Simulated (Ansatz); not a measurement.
This geometry of CH$_{4}$BClO (8 atoms, charge 0, multiplicity 1) is a first-order saddle point.

These are results of RKS r2SCAN/def2-mTZVP (Ansatz 0.2.0), not measurements.

```xyz
8
Properties=species:S:1:pos:R:3
B -0.345 -0.442 -0.064
Cl 1.439 -0.700 -1.774
O -0.796 -1.512 -0.547
H 0.153 -1.522 -1.355
C -0.154 0.806 0.779
H 0.812 0.777 1.288
H -0.163 1.696 0.146
H -0.946 0.897 1.528
```

Q: Which two structures does it join? (They come from a converged band through this point; their orientation in space is the band's.)

A: Bonds broken: B1–Cl2, O3–H4. Bonds formed: Cl2–H4. CH4BClO becomes CH3BO + ClH.

First end point:

```xyz
8
Properties=species:S:1:pos:R:3
B 0.123 -0.339 -0.375
Cl 1.527 -0.269 -1.503
O -0.736 -1.377 -0.489
H -0.497 -1.998 -1.192
C -0.077 0.775 0.690
H 0.794 0.849 1.348
H -0.171 1.757 0.215
H -0.963 0.602 1.305
```

Last end point:

```xyz
8
Properties=species:S:1:pos:R:3
B -0.369 -0.153 0.183
Cl 1.449 -2.078 -2.891
O -0.402 -1.110 -0.563
H 0.611 -1.765 -1.928
C -0.330 1.046 1.120
H 0.595 1.056 1.700
H -0.386 1.981 0.557
H -1.168 1.023 1.821
```

Q: How far does it lie above each of them?

A: 185.8 kJ/mol above the first and 64.1 kJ/mol above the second. This is the barrier of this one path; another mechanism may lie lower. The orbitals stay closed-shell, which can raise the energy where a bond breaks towards radicals; this wasn't checked here.

Run time: 4.6 min on 2 threads of Arm Neoverse V1, on a shared host, peak memory 0.18 GiB.
